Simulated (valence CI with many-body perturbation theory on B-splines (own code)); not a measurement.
# Mo XXXVIII: magnetic and hyperfine properties of the levels

Calculated by relativistic CI+MBPT: three valence electrons over a frozen Dirac-Fock core [He], a basis of 11 s, 11 p, 10 d, 8 f, 5 g, 2 h functions for each j, with the one-electron correlation potential Σ1, the two-electron term Σ2, the three-electron term Σ3, Breit, model QED; selected CI, second order for the rest, scaled by the run's own slope (own B-spline code, finite nucleus).

The last digits are not significant, and no measured levels were compared; by estimate large intervals hold to a few tenths of a per cent, small ones and those within an open d or f shell to about a per cent.

A/g_I is the dipole constant over the nuclear g factor μ/I (μ in nuclear magnetons, uniformly magnetised nucleus), B/Q the quadrupole constant per barn. Both hold the static response of the core; the bare values leave it out. Large factors of s and p1/2 electrons are usually good to 5 to 10 %; those of open d and f shells near neutrality can be off by tens of per cent, and small factors of p3/2, d and f electrons come from cancelling terms and can be off by a factor of two or in sign, in half-filled shells by more. B is blank for J = 1/2, where it vanishes, and for nearly pure S terms. Energies count from the lowest level.

Levels are named by their leading jj configuration (3d3/2^4 stands for four electrons in 3d with j = 3/2), which in mixed levels can hold well under half, so a name can repeat and another be missing. Letters in brackets count levels of one name in rising energy.

```
                     Level  E (eV)      g  A/g_I (MHz)  A/g_I bare  B/Q (MHz/b)  B/Q bare
        (2s^2 2p1/2) J=1/2     0.0  0.651       818000      811000                       
        (2s 2p1/2^2) J=1/2   111.0  2.365      2250000     2220000                       
        (2s^2 2p3/2) J=3/2   119.5  1.323       139000      143000       260000    260000
(2s 2p1/2 2p3/2) J=3/2 [a]   199.1  1.687       654000      651000       207000    207000
    (2s 2p1/2 2p3/2) J=5/2   222.2  1.413       736000      731000        69300     69600
(2s 2p1/2 2p3/2) J=3/2 [b]   260.9  0.928        -9480       -1720       217000    217000
    (2s 2p1/2 2p3/2) J=1/2   266.2  1.136      -514000     -498000                       
        (2s 2p3/2^2) J=5/2   337.7  1.364       639000      634000       190000    191000
     (2p1/2^2 2p3/2) J=3/2   386.2  1.442       108000      120000       210000    210000
        (2s 2p3/2^2) J=1/2   392.1  1.801      2480000     2430000                       
        (2s 2p3/2^2) J=3/2   393.3  1.220      -313000     -297000      -113000   -113000
     (2p1/2 2p3/2^2) J=3/2   484.6  1.393         3560       14300        70200     70400
     (2p1/2 2p3/2^2) J=5/2   500.0  1.189       267000      272000        -1390     -1390
     (2p1/2 2p3/2^2) J=1/2   529.2  0.651       820000      809000                       
           (2p3/2^3) J=3/2   630.5  1.269       137000      144000      -278000   -278000
           (2s^2 3s) J=1/2  2960.0  1.997       742000      732000                       
        (2s^2 3p1/2) J=1/2  3000.6  0.669       232000      230000                       
        (2s^2 3p3/2) J=3/2  3033.4  1.356       218000      217000        67600     67700
   (2s 2p1/2 3s) J=1/2 [a]  3039.5  2.451      1470000     1450000                       
       (2s 2p1/2 3s) J=3/2  3055.2  1.587      1140000     1130000       -77000    -77200
   (2s 2p1/2 3s) J=1/2 [b]  3066.6  0.747      1160000     1140000                       
        (2s^2 3d3/2) J=3/2  3069.1  0.803        65300       64700        14600     14800
(2s 2p1/2 3p1/2) J=1/2 [a]  3074.2  0.241      -167000     -162000                       
        (2s^2 3d5/2) J=5/2  3079.8  1.197        14300       14200        20400     20600
    (2s 2p1/2 3p1/2) J=3/2  3087.8  1.165      1100000     1090000       -75800    -76000
(2s 2p1/2 3p1/2) J=1/2 [b]  3106.2  2.107      2450000     2410000                       
(2s 2p1/2 3p3/2) J=3/2 [a]  3116.1  1.424       159000      159000        65500     65700
    (2s 2p1/2 3p3/2) J=1/2  3127.3  1.209      -912000     -897000                       
    (2s 2p1/2 3p3/2) J=5/2  3129.3  1.363       658000      650000        -3120     -3160
(2s 2p1/2 3p3/2) J=3/2 [b]  3133.0  1.238       360000      357000        73200     73400
(2s 2p1/2 3d3/2) J=3/2 [a]  3140.5  0.532      -234000     -229000        23500     23800
    (2s 2p1/2 3d3/2) J=5/2  3151.9  1.092       392000      387000       -16300    -16200
       (2s 2p3/2 3s) J=5/2  3155.0  1.499       643000      636000       163000    163000
(2s 2p1/2 3d5/2) J=5/2 [a]  3163.2  1.411       491000      485000        90500     90900
(2s 2p1/2 3d3/2) J=3/2 [b]  3164.2  1.289       429000      422000        43700     43900
    (2s 2p1/2 3d3/2) J=1/2  3164.2  0.361     -1000000     -987000                       
    (2s 2p1/2 3d5/2) J=7/2  3169.5  1.260       465000      459000       -66300    -66200
   (2s 2p3/2 3s) J=3/2 [a]  3172.3  1.389       807000      801000       182000    183000
    (2s 2p1/2 3d5/2) J=3/2  3179.3  1.008      -352000     -347000         4080      4240
(2s 2p1/2 3d5/2) J=5/2 [b]  3180.5  1.040        89200       88700        70500     70900
```

Question: Take the isotope of mass number 97, with I = 5/2, μ = -0.9324 μN and Q = 0.255 b. What is the hyperfine structure of (2s 2p3/2^2) J=5/2?

Answer: From the table A = -238000 MHz, B = 48500 MHz. Shifts from the centre of gravity in MHz: F = 0: 2120000, F = 1: 1870000, F = 2: 1370000, F = 3: 640000, F = 4: -314000, F = 5: -1480000.
